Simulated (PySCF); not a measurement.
C₄H₆BrF, SMILES F/C=C/CCBr. Heavy atoms are numbered as in [F:1]/[CH:2]=[CH:3]/[CH2:4][CH2:5][Br:6]. Hydrogens are named by the atom that carries them.

Coordinates come from a PBE0-D3(BJ)/def2-SVP optimisation. The structure was generated by enumeration; whether it is a known compound was not checked. One conformer was computed; it need not be the lowest.

Level of theory: PBE/pcSseg-1 (PySCF).

GIAO shieldings, no solvent; atoms alike by connectivity are averaged. δ = σ(ref) − σ: ¹⁹F against CFCl3 (σ = 133.6 ppm); ¹³C against TMS (σ = 182.0 ppm); ¹H against TMS (σ = 31.49 ppm), references at their B3LYP-D3(BJ)/def2-TZVP geometries, non-relativistic (without spin–orbit terms, shifts of atoms bonded to Cl or Br come out too high).

Computed chemical shifts:
| nucleus | atoms | count | δ (ppm) |
|---|---|---|---|
| ¹⁹F | F1 | 1 | -139.8 |
| ¹³C | C2 (CH) | 1 | 157.3 |
| ¹³C | C3 (CH) | 1 | 116.3 |
| ¹³C | C5 (CH2) | 1 | 41.7 |
| ¹³C | C4 (CH2) | 1 | 37.9 |
| ¹H | H on C2 | 1 | 6.60 |
| ¹H | H on C3 | 1 | 5.82 |
| ¹H | H on C5 | 2 | 3.59 |
| ¹H | H on C4 | 2 | 2.78 |
